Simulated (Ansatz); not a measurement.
Energy landscape of H3 (cation, charge +1), singlet: symmetric bend, bond length relaxed. Scanned: H-H-H angle. Other coordinates (H-H bond length) were minimised at PBE0/def2-TZVP.

Level of theory: full CI/cc-pVDZ, frozen core (Ansatz, a first-principles code).

Scanned values (°): 180, 168.92, 159.88, 152.22, 138.24, 129.17, 122.35, 108.69, 99.47, 91.66, 78.78, 72.10, 60.

**Question.** Locate the minima and the barriers on this grid.

**Answer.** Lower than their neighbours: 60° (0.000 eV, end of the scan). Higher than their neighbours: 180° (1.720 eV, end of the scan). The whole profile spans 1.720 eV.
